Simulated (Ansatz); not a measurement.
`[CH3][Zr]([NH2])([OH])[F]` and `[CH3][Zr]([OH])([F])[F]` differ in one atom or group.

Ansatz, PBE0-D4/def2-TZVP geometries, multiplicity 1. Each molecule was computed in one conformer, which needn't be the lowest.

Elements past krypton have def2 core potentials.

| property | `[CH3][Zr]([NH2])([OH])[F]` |
| --- | --- |
| HOMO energy (ωB97M-V/def2-TZVPP) / eV | -9.57 |
| LUMO energy (B3LYP/def2-TZVPP) / eV | -0.57 |
| size of the dipole moment (B3LYP/def2-TZVPP) / D | 2.22 |
| size of the dipole moment (PBE/def2-TZVPP) / D | 2.19 |
| ideal-gas entropy at 298 K and 1 bar (rigid rotor, harmonic PBE0-D4/def2-TZVP) / J/(mol·K) | 396 |
| HOMO–LUMO gap (PBE0/def2-TZVPP) / eV | 6.97 |

Give the same properties after the change, and the shifts. (Estimate.)

The calculation gave: 
```json
{"property": "HOMO energy (ωB97M-V/def2-TZVPP) / eV", "`[CH3][Zr]([OH])([F])[F]`": "-10.18", "shift": "-0.61"}
{"property": "LUMO energy (B3LYP/def2-TZVPP) / eV", "`[CH3][Zr]([OH])([F])[F]`": "-0.96", "shift": "-0.39"}
{"property": "size of the dipole moment (B3LYP/def2-TZVPP) / D", "`[CH3][Zr]([OH])([F])[F]`": "2.36", "shift": "0.14"}
{"property": "size of the dipole moment (PBE/def2-TZVPP) / D", "`[CH3][Zr]([OH])([F])[F]`": "2.30", "shift": "0.11"}
{"property": "ideal-gas entropy at 298 K and 1 bar (rigid rotor, harmonic PBE0-D4/def2-TZVP) / J/(mol·K)", "`[CH3][Zr]([OH])([F])[F]`": "383", "shift": "-13"}
{"property": "HOMO–LUMO gap (PBE0/def2-TZVPP) / eV", "`[CH3][Zr]([OH])([F])[F]`": "7.23", "shift": "0.26"}
```

With PBE0 the HOMO falls by 0.66 eV and the LUMO falls by 0.40 eV, so the gap widens by about 0.26 eV. PBE moves the HOMO by -0.64 eV and ωB97M-V by -0.61 eV. The zero-point energy changes by -59.3 kJ/mol with -6 modes. Dipoles are sizes alone; their direction can turn.

B3LYP here is the variant with VWN-RPA as its local correlation; programs differ in this.
